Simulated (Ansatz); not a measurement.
```xyz
13

S     0.009   -1.718   -2.275
Si    0.014   -0.970   -0.269
C     1.268    0.367    0.181
Si   -0.189    1.324    0.923
C    -1.433    0.192    0.049
H     1.107   -2.476   -2.113
H     0.070   -2.103    0.693
H     2.102    0.096    0.827
H     1.656    0.868   -0.710
H    -0.267    2.766    0.562
H    -0.257    1.193    2.403
H    -1.794    0.647   -0.878
H    -2.286   -0.188    0.607
```

Total charge 0; spin multiplicity 1.

Q: List the B3LYP/def2-TZVPP orbital energies in eV (Ansatz). (Estimate.)

A: Computed: Occupied: -2417.73, -1799.41, -1798.95, -276.33, -276.28, -215.76, -160.31, -160.23, -160.12, -143.87, -143.47, -99.23, -99.18, -99.16, -98.79, -98.78, -98.78, -20.36, -19.56, -18.17, -13.87, -13.62, -12.15, -11.40, -11.10, -10.71, -9.28, -8.92, -8.79, -8.42, -7.82, -7.01. Lowest empty: -0.24, 0.04, 0.18, 0.79, 1.23, 1.43, 1.72, 2.22.

B3LYP here is the variant with VWN-RPA as its local correlation; programs differ in this.
